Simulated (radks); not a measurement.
Values are calculated unless marked as measured or tabulated.
Spherical jellium clusters: N electrons in a uniform positive sphere of charge N and radius rs N^(1/3), rs = 3.9 bohr. Level of theory: non-relativistic Kohn-Sham, LDA (Slater exchange, Perdew-Wang correlation), spin-polarised, spherical densities (a radial shooting solver with Libxc functionals). Levels are named by radial order and angular momentum (1s, 1p, 1d, 2s, ...), and open shells are averaged over m.

N = 25, configuration 1s2 1p6 1d10 2s2 1f(up 5, down 0). This is the lowest configuration that the search found. Occupied and some empty levels:

| level | occupation | eigenvalue (eV) | <r> (bohr) |
|---|---|---|---|
| 1s up | 1 | -5.4211 | 7.126 |
| 1s down | 1 | -5.2383 | 6.791 |
| 1p up | 3 | -4.7291 | 8.306 |
| 1p down | 3 | -4.4753 | 8.157 |
| 1d up | 5 | -3.8274 | 9.134 |
| 1d down | 5 | -3.5395 | 9.093 |
| 2s up | 1 | -3.2973 | 7.307 |
| 2s down | 1 | -3.1558 | 7.500 |
| 1f up | 5 | -2.7557 | 9.855 |
| 1f down | 0 | -2.4581 | 9.894 |
| 2p up | 0 | -2.0570 | 8.923 |
| 2p down | 0 | -1.9145 | 9.027 |
| 1g up | 0 | -1.5560 | 10.60 |
| 1g down | 0 | -1.2690 | 10.73 |
| 2d up | 0 | -0.92362 | 11.13 |
| 2d down | 0 | -0.78635 | 11.40 |

Energy (eV): total -46.2351, kinetic 46.276, external -1767.4, Hartree 873.86, exchange-correlation -93.801, background 894.82.
